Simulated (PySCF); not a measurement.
Bonds broken one at a time in the series SiH2(OH)-X. Gas-phase values, no solvent. One relaxed conformer stands for each flexible species; it need not be the lowest. Strings in code marks are SMILES.

These are PBE0-D4/def2-TZVP (PySCF) values and carry that method's errors. 

| species | highest occupied spin orbital (eV) |
|---|---|
| radical fragment (`F[SiH2]`) | -6.56 |
| radical fragment (`[I]`) | -7.86 |
| whole molecule (`O=C(O)[SiH2]O`) | – |
| whole molecule (`C=C[SiH2]O` (C–C–Si–O torsion 6°, C–Si–O–H torsion 73°)) | – |
